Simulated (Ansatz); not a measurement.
**One elementary step**

Start structure (Si₂H₈O₂F₂, closed shell), relaxed at PBE0-D4/def2-TZVP:

Si1  (-2.006, -0.461, -0.010)
Si2  (-0.221, -0.403, 1.500)
F3  (-1.913, -1.732, -0.977)
F4  (-3.327, -0.745, 0.858)
H5  (-2.315, 0.755, -0.785)
H6  (1.010, 0.357, -1.296)
O7  (0.134, -0.026, -1.487)
H8  (2.452, 1.163, 0.268)
O9  (2.549, 1.098, -0.686)
H10  (-0.656, -0.590, 2.911)
H11  (0.788, -1.447, 1.176)
H12  (0.452, 0.927, 1.419)
H13  (0.288, -0.878, -1.901)
H14  (2.765, 1.983, -0.989)
(Å)

The step: Si₂H₄F₂ ([F][SiH]([F])[SiH3]) + H₂O + H₂O → SiH₂OF₂ ([OH][SiH]([F])[F]) + SiH₄ + H₂O; bonds formed: Si1–O7, Si2–H8, H6–O9; bonds broken: Si1–Si2, H6–O7, H8–O9. Computed with Ansatz 0.2.0 (basis: def2-TZVPP and def2-QZVPP); correlated methods freeze the cores. Extrapolation: Hartree–Fock as exp(−7.88 √X), correlation as X^−2.97. Energies below are by CCSD(T) at an estimated basis limit (MP2 extrapolated from triple and quadruple zeta, plus CCSD(T) − MP2 in triple zeta).

Question: What are the electronic barrier and the energy of the step, from the start structure to the end structure? (Judge from chemistry; the value comes from the calculation.)

Answer: By the calculation: Barrier 1.995 eV; step energy -1.116 eV (downhill); reverse barrier, their difference, 3.111 eV. Barrier and step energy count from the start structure, the reverse barrier from the end structure.

The saddle point: One imaginary mode of 1064i cm⁻¹.
| pair | start (Å) | saddle (Å) | end (Å) |
| --- | --- | --- | --- |
| Si1–O7 | 2.64 | 1.78 | 1.62 |
| Si2–H8 | 3.33 | 1.89 | 1.48 |
| H6–O9 | 1.81 | 1.06 | 0.96 |
| Si1–Si2 | 2.34 | 2.59 | 4.30 |
| H6–O7 | 0.97 | 1.42 | 2.02 |
| H8–O9 | 0.96 | 1.21 | 3.03 |

Zero-point energy (harmonic, PBE0-D4): ZPE is 2.413 eV at the start and 2.308 eV at the saddle, so the barrier goes from 1.995 to 1.890 eV.

T1 diagnostic: at most 0.013.

Labels in which every atom is bracketed show which atoms are joined, not bond orders.

For scale, one of the runs: CCSD(T)/def2-TZVPP, 320 basis functions, launched by `ansatz run in.yaml --threads 4 --pin off --events-out ev --progress --plain --max-ram 41984MiB --backend cuda --devices 0, --max-vram 37GiB`. The run took 11 s on 4 CPU threads of an AMD EPYC 7R13 and a share of one NVIDIA H100 (shared host), with 0.83 GiB of host memory at its peak.
